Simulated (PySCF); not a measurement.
Partial charges of `C=C=C(C)[SiH2]CC`

Species: C₆H₁₂Si.
Numbering: `[CH2:1]=[C:2]=[C:3]([CH3:4])[SiH2:5][CH2:6][CH3:7]` (hydrogens: H8, H9 on C1; H10, H11, H12 on C4; H13, H14 on Si5; H15, H16 on C6; H17, H18, H19 on C7)

Structure used (GFN2-xTB), in Å, numbered top down from 1:
```xyz
19
C6H12Si angstrom
C     -1.5963    2.3914    0.1186
C     -1.5305    1.0977    0.0841
C     -1.4086   -0.1950    0.0424
C     -2.5961   -1.1142    0.1262
Si     0.2882   -1.0086   -0.1430
C      1.6439    0.3161   -0.0314
C      3.0477   -0.2706   -0.1012
H     -1.7140    2.9786   -0.7789
H     -1.5463    2.9402    1.0461
H     -2.6601   -1.7212   -0.7755
H     -3.5222   -0.5546    0.2398
H     -2.4852   -1.7901    0.9726
H      0.4550   -2.0062    0.9264
H      0.3517   -1.7048   -1.4389
H      1.5168    1.0401   -0.8380
H      1.5376    0.8753    0.8995
H      3.1948   -0.8045   -1.0373
H      3.8035    0.5109   -0.0334
H      3.2103   -0.9715    0.7145
```

Density: PBE0/pcSseg-1 (PySCF); schemes: Mulliken, IAO, Hirshfeld and ESP-fitted. One conformer (not necessarily the lowest) at the GFN2-xTB geometry, without solvent, vibrations or thermal averaging.

**Question.** Which atoms carry the highest charge in the Mulliken, IAO, Hirshfeld and ESP-fitted schemes?

**Answer.** All schemes agree: Mulliken Si5 (+0.732); IAO Si5 (+0.768); Hirshfeld Si5 (+0.338); ESP-fitted Si5 (+0.249).

**Question.** At which atom do the 4 schemes differ most?

**Answer.** At C6: from -0.574 (Mulliken) to +0.057 e (ESP-fitted), 0.631 e apart.

**Question.** Which atoms carry the lowest charge in the Mulliken, IAO, Hirshfeld and ESP-fitted schemes?

**Answer.** The schemes don't all agree: Mulliken C3 (-0.610); IAO C6 (-0.529); Hirshfeld C6 (-0.156); ESP-fitted C1 (-0.602).

**Question.** Tabulate the Mulliken, IAO, Hirshfeld and ESP-fitted charges.

**Answer.** In e:

```tsv
atom	environment	Mulliken	IAO	Hirshfeld	ESP-fitted
C1	outer carbon of cumulated double bonds	-0.167	-0.389	-0.125	-0.602
C2	central carbon of cumulated double bonds	-0.044	+0.037	+0.006	+0.126
C3	outer carbon of cumulated double bonds	-0.610	-0.304	-0.101	-0.056
C4	methyl carbon	-0.175	-0.409	-0.114	-0.497
Si5	SiH2 silicon	+0.732	+0.768	+0.338	+0.249
C6	sp3 carbon bound to silicon	-0.574	-0.529	-0.156	+0.057
C7	methyl carbon	-0.284	-0.409	-0.117	-0.297
H8	hydrogen on C1	+0.146	+0.169	+0.054	+0.228
H9	hydrogen on C1	+0.145	+0.169	+0.054	+0.227
H10	methyl hydrogen	+0.127	+0.149	+0.045	+0.158
H11	methyl hydrogen	+0.119	+0.152	+0.044	+0.162
H12	methyl hydrogen	+0.126	+0.149	+0.045	+0.155
H13	Si–H hydrogen	-0.091	-0.132	-0.082	-0.077
H14	Si–H hydrogen	-0.084	-0.130	-0.082	-0.081
H15	methylene hydrogen	+0.144	+0.148	+0.037	+0.011
H16	methylene hydrogen	+0.143	+0.148	+0.037	+0.012
H17	methyl hydrogen	+0.114	+0.136	+0.038	+0.076
H18	methyl hydrogen	+0.119	+0.141	+0.040	+0.074
H19	methyl hydrogen	+0.114	+0.136	+0.038	+0.074
```

Mean size of the charges over all atoms: IAO 0.242 e, Mulliken 0.213 e, ESP-fitted 0.170 e, Hirshfeld 0.082 e. Each set sums to the total charge, 0, to within 0.001 e. The ESP scheme is a least-squares fit of atom-centred charges to the potential on four shells outside the van der Waals surface, with the total charge fixed. The IAO scheme counts the electrons in orthogonalised intrinsic atomic orbitals, a minimal basis polarised so that it spans the occupied orbitals exactly.

**Question.** How many electrons does the ESP-fitted scheme count on C6?

**Answer.** Z − q = 6 − (+0.057) = 5.943.

**Question.** How closely do the schemes follow one another over all atoms?

**Answer.** Correlation coefficient and root-mean-square difference: IAO with Hirshfeld 0.98, 0.196 e; Mulliken with IAO 0.93, 0.110 e; Mulliken with Hirshfeld 0.92, 0.192 e; IAO with ESP-fitted 0.73, 0.206 e; Hirshfeld with ESP-fitted 0.67, 0.175 e; Mulliken with ESP-fitted 0.50, 0.263 e.

**Question.** Sum the charges by element, for elements with more than one atom.

**Answer.** 
| element | atoms | Mulliken | IAO | Hirshfeld | ESP-fitted |
| --- | --- | --- | --- | --- | --- |
| C | 6 | -1.853 | -2.003 | -0.606 | -1.270 |
| H | 12 | +1.121 | +1.236 | +0.268 | +1.020 |
